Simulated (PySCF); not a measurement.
# Ionisation energy of Nb²⁴⁺ by level of theory

Nb²⁴⁺ [Ne] 3s2 3p5 [3p1/2^2 3p3/2^3, M_J = 3/2] → Nb²⁵⁺ [Ne] 3s2 3p4 [3p1/2^2 3p3/2^2, M_J = 2], as a difference of total energies. Computed with PySCF 2.14 in an uncontracted even-tempered set (19 s from 3.2 bohr⁻², ratio 2.4; 14 p from 4.2 bohr⁻², ratio 2.4; 5 d from 18 bohr⁻², ratio 2.6; 4 f from 27 bohr⁻², ratio 2.6), with the two-component X2C-1e Hamiltonian. Correlated levels: 1s2 frozen; the 56 highest virtual spinors dropped. "Screened" scales the spin-orbit matrix elements by Boettger's factors to mimic the two-electron term; Breit and QED terms are absent.

Task: Order these methods by the ionisation energy they give, lowest first.
A. GMP2 (screened spin-orbit)
B. GHF (screened spin-orbit)
C. GHF (spin-free)
D. GMP2 (spin-free)

Result: B (1232.4 eV), A (1233.4 eV), C (1237.5 eV), D (1238.5 eV).

Breit and QED terms and the two-electron picture change are absent.

The spin-free rows relax to the high-spin LS determinant and lack the spin-orbit shift.

The labels give the starting determinants; with spin-orbit coupling the two ends relaxed to ⟨J²⟩ = 3.75, ⟨L²⟩ = 2.00, ⟨S²⟩ = 0.75 and ⟨J²⟩ = 6.00, ⟨L²⟩ = 2.84, ⟨S²⟩ = 1.59.

For comparison: 1230.6 ± 1.3 eV (semi-empirical (NIST evaluation); NIST Atomic Spectra Database, ionization energies).
